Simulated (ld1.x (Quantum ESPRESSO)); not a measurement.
**Ni, RRKJ: configuration errors across variants**

nickel (Ni), norm-conserving RRKJ (Kleinman–Bylander form), made with ld1.x (Quantum ESPRESSO) 7.5 (PW91, scalar-relativistic). Core [Ne] 3s2, reference 3p6 3d8 4s1.5 4p0 (charge +0.5). Waves: 3p (bound): rc 1.25 bohr; 3d (bound): rc 1.30 bohr; 4s (bound): rc 2.15 bohr. Local part: the s channel. Core correction: none. rho0 = 0.005.

All-electron excitation energies from the reference (eV): (1) 3p6 3d8 4s2 4p0 -3.751; (2) 3p6 3d8 4s1 4p0 5.640; (3) 3p6 3d8 4s0 4p0 23.050; (4) 3p6 3d7 4s2 4p1 6.833; (5) 3p6 3d8.5 4s1.5 4p0 -4.943; (6) 3p5 3d8 4s2 4p0 75.836; (7) 3p6 3d8 4s0 4p1 11.350.

Tests that are not counted but printed errors over 1 eV. “all radii scaled by about 1.16 (s 2.50, p 1.44, d 1.50 bohr)”: 3p6 3d8 4s2 4p0 (pseudo-atom not self-consistent, printed error -2878 eV); 3p6 3d8.5 4s1.5 4p0 (pseudo-atom not self-consistent, printed error -2836 eV). “all radii scaled by about 1.26 (s 2.70, p 1.58, d 1.64 bohr)”: 3p6 3d8 4s2 4p0 (pseudo-atom not self-consistent, printed error -2988 eV); 3p6 3d8.5 4s1.5 4p0 (solver errors, printed error -2800 eV).

Errors AE − PS in meV (a dash: test not solved or not reliable):

| change | (1) | (2) | (3) | (4) | (5) | (6) | (7) | bound ghosts |
| --- | --- | --- | --- | --- | --- | --- | --- | --- |
| base | -0.1 | -1.6 | -17 | -1201 | -40 | -673 | -1206 | none |
| all radii scaled by about 0.75 (s 1.62, p 0.94, d 0.98 bohr) | -0.2 | -1.8 | -19 | -1222 | -43 | -463 | -1164 | none |
| all radii scaled by about 0.83 (s 1.78, p 1.04, d 1.08 bohr) | -0.4 | -2.1 | -22 | -1253 | -45 | -542 | -1198 | none |
| all radii scaled by about 0.90 (s 1.94, p 1.12, d 1.16 bohr) | – | -2.1 | -22 | -1251 | -44 | -598 | -1208 | none |
| all radii scaled by about 0.94 (s 2.04, p 1.18, d 1.22 bohr) | -0.4 | -2.0 | -20 | -1234 | -43 | -626 | -1207 | none |
| all radii scaled by about 1.04 (s 2.24, p 1.30, d 1.36 bohr) | +0.1 | -1.3 | -14 | -1171 | -37 | -692 | -1209 | none |
| all radii scaled by about 1.11 (s 2.40, p 1.40, d 1.44 bohr) | +0.5 | -0.9 | -13 | -1136 | -32 | -674 | -1218 | none |
| all radii scaled by about 1.16 (s 2.50, p 1.44, d 1.50 bohr) | – | -0.6 | -13 | -1088 | – | -685 | -1230 | none |
| all radii scaled by about 1.26 (s 2.70, p 1.58, d 1.64 bohr) | – | -0.2 | -18 | -1009 | – | -577 | -1270 | none |

Problem. Give the same row for: all radii scaled by about 1.37 (s 2.94, p 1.72, d 1.78 bohr).

Solution. –, –, –, –, –, –, –; bound ghosts: none. Not counted: all (the test run did not reproduce the reference configuration, from which every error is measured).
